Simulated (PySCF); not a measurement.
Simulated Cl 2p region for `[Cl+]1[GaH-]([Cl+][GaH2-]1)[CH3]`, binding energy against the vacuum level.

Every computed line was given a Gaussian of 1.0 eV full width at half maximum and an area set by the number of equivalent atoms (split 2:1 within a doublet); the highest printed point is 100. Computed, not measured: PySCF, delta-SCF UKS SCAN, pcX-2 on the ionised atom, pcseg-1 elsewhere, spin-free X2C.

(binding energy (eV), intensity): (204.3, 0), (204.4, 1), (204.5, 2), (204.6, 3), (204.7, 6), (204.8, 10), (204.9, 16), (205.0, 24), (205.1, 35), (205.2, 48), (205.3, 62), (205.4, 76), (205.5, 88), (205.6, 96), (205.7, 100), (205.8, 98), (205.9, 91), (206.0, 81), (206.1, 67), (206.2, 54), (206.3, 41), (206.4, 31), (206.5, 24), (206.6, 21), (206.7, 21), (206.8, 24), (206.9, 29), (207.0, 35), (207.1, 41), (207.2, 46), (207.3, 49), (207.4, 50), (207.5, 48), (207.6, 43), (207.7, 37), (207.8, 30), (207.9, 23), (208.0, 17), (208.1, 11), (208.2, 7), (208.3, 5), (208.4, 3), (208.5, 1), (208.6, 1), (208.7, 0), (208.8, 0)

Task: How many maxima does the curve show, and how many computed lines lie under it?

Result: The curve has 2 maxima (at 205.7 and 207.4 eV). Under it lie 2 lines from 1 inequivalent chlorine site, drawn as a 2p3/2, 2p1/2 pair.

Task: Decompose the envelope and assign each component. Numbering: `[CH3:1][GaH-:2]1[Cl+:3][GaH2-:4][Cl+:5]1`.

Result: 
| position (eV) | relative area | line | atoms | environment |
| --- | --- | --- | --- | --- |
| 205.72 | 1.33 | Cl 2p3/2 | Cl3/Cl5 | chlorine bonded to 2 Ga |
| 207.37 | 0.67 | Cl 2p1/2 | Cl3/Cl5 | chlorine bonded to 2 Ga |

No satellites, vibrations or lifetime broadening are included. One atom of each set of topologically equivalent atoms was ionised and stands for the set; in this conformer not all members are related by symmetry, and their own values weren't computed. The 2p values add to the ΔSCF energy of one spin-free hole a correction within the shell (spin–orbit coupling, ligand field). 2p1/2 minus 2p3/2 (ligand field included): Cl 1.65 eV. Geometry: PBE0-D3(BJ)/def2-SVP; no solvent, vibrations or thermal averaging.

On one thread, Arm Neoverse V1, no GPU (shared host), this took 20 s of wall time.
